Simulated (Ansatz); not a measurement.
`[F][Zn][SH]`, relaxed with RKS PBE-D4/def2-SVP in the Gaussian-basis code of Ansatz from a rough embedded geometry. The force threshold is 0.03 eV/Å; the program also tests the step.

The species carries charge 0 and has multiplicity 1.

Start:

```xyz
4

F     0.617   -0.565    1.490
Zn   -0.378    0.384    0.983
S    -0.500    0.616   -0.859
H     0.260   -0.435   -1.614
```

**Question.** By how much does the energy fall, and how many steps does the optimiser take? (Estimate.)

**Answer.** Ansatz gave: 446.00 kJ/mol, in 7 steps.

**Question.** Which bonds change most? (Best estimate.)

**Answer.** Computed: Zn2–S3 from 1.860 to 2.166 Å; F1–Zn2 from 1.465 to 1.752 Å; S3–H4 from 1.501 to 1.365 Å.

**Question.** Give the relaxed structure. (Estimate.)

**Answer.** Ansatz gave: 
```xyz
4

F     0.595   -0.560    2.296
Zn    0.033    0.014    0.738
S    -0.675    0.741   -1.175
H     0.047   -0.195   -1.859
```
